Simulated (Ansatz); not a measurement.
Reaction (SMILES): B=[N] (BH-N) → B atom + H atom + N atom
B3LYP-D3(BJ)/def2-TZVP geometries, fixed; electronic energies without zero-point terms.
Largest species:
```
B
N 1 1.3055
H 1 1.1689 2 180.00
```
Charge 0, spin multiplicity 2.

Core correlation in the atomisation energy at MP2 with Ansatz (a quantum-chemistry and plane-wave program), in kcal/mol: frozen core against all electrons. Core-valence sets carry the plain set on hydrogen. Open shells are unrestricted.

```csv
basis,"functions, most",frozen core,all electrons,core term (second minus first)
cc-pVDZ,33,195.86,196.58,0.71
cc-pCVDZ,41,196.54,197.09,0.55
cc-pVTZ,74,210.62,215.03,4.42
cc-pwCVTZ,100,211.39,212.48,1.09
cc-pCVTZ,100,210.91,211.77,0.86
cc-pVQZ,140,216.05,218.69,2.65
cc-pwCVQZ,198,216.30,217.53,1.23
cc-pCVQZ,198,216.12,217.27,1.15
```

The largest core-valence set, cc-pCVQZ, gives a core term of 1.15 kcal/mol; the valence set cc-pVQZ, which lacks functions for the core, gives 2.65.
